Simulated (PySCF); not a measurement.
# C₄H₄N, SMILES `[c]1ccc[nH]1` (charge 0, multiplicity 2)

The numbers are results of PBE-D3(BJ)/def2-TZVP // CAM-B3LYP-D3(BJ)/def2-TZVP run with PySCF, not measurements.

```yaml
highest_occupied_spin_orbital: -5.13 eV
dipole_moment: 0.370 e·Å
total_energy: -209.2943 Ha
cost: about 5 core-minutes (a rough figure)
```

```xyz
9

C      0.5579    -1.2495     0.1949
C      1.2932    -0.1252     0.0094
C      0.3260     0.9156    -0.1488
C     -0.9196     0.3658    -0.0509
N     -0.7649    -0.9863     0.1636
H      2.3641    -0.0337    -0.0139
H      0.5438     1.9572    -0.3168
H     -1.8971     0.8113    -0.1140
H     -1.5035    -1.6553     0.2764
```
Charge 0, spin multiplicity 2.
